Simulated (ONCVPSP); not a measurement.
What one change does to a pseudopotential (As, ONCV)

ONCVPSP 4.0.1 input, shortened (lines: element, Z, core and valence counts, functional; n l f; lmax; l rc ep ncon nbas qcut; lloc lpopt rc5 dvloc0; l nproj debl; icmod fcfact rcfact), PBE, scalar-relativistic:

```
  As 33.00    6    2        4      upf
    1    0    2.00
    2    0    2.00
    2    1    6.00
    3    0    2.00
    3    1    6.00
    3    2   10.00
    4    0    2.00
    4    1    2.00
    1
    0    1.30    0.00    3    6    4.50
    1    1.85    0.00    3    8    3.60
    4    5    0.90    0.00
    0    2    1.30
    1    3    3.10
    0    0.00    0.00
```

Change: core [Ne], valence charge 23; reference 3s2 3p6 3d10 4s2 4p3; waves now 3s+4s: rc 1.05 bohr, ncon 4, nbas 7, qcut 12.1 1/bohr, 2 projectors; 3p+4p: rc 0.90 bohr, ncon 5, nbas 8, qcut 14.1 1/bohr, 2 projectors; 3d: rc 0.90 bohr, ncon 4, nbas 9, qcut 14 1/bohr, local; local potential the d channel.

Cutoffs: the cutoffs (Ha) at which the residual kinetic energy of the hardest occupied pseudo-wave falls to 1 and 0.1 mHa per electron; they do not see the model core or the augmentation charge, which bear on the density cutoff. Errors are all-electron minus pseudo energies relative to the spin-unpolarised reference configuration.

Task: What does the change do?

Result: The potential gets harder (10 Ha and 55 Ha → 104 Ha and 364 Ha); both files keep a bound ghost (s). The added semicore shells are compact, so their waves need more plane waves. Several settings change at once here, so the effects cannot be laid on one of them.

| quantity | base | changed |
| --- | --- | --- |
| cutoff, loose | 10 Ha | 104 Ha |
| cutoff, tight | 55 Ha | 364 Ha |
| bound ghosts | s | s |
| GHOST(+) flags under 300 eV | p at 264.5 eV | none |
| largest error over its own tests, meV | -27 | -238 |

 A true bound ghost makes a file unfit for plane-wave use even where its test errors are small: the radial tests pick states by their node count and pass the ghost by.
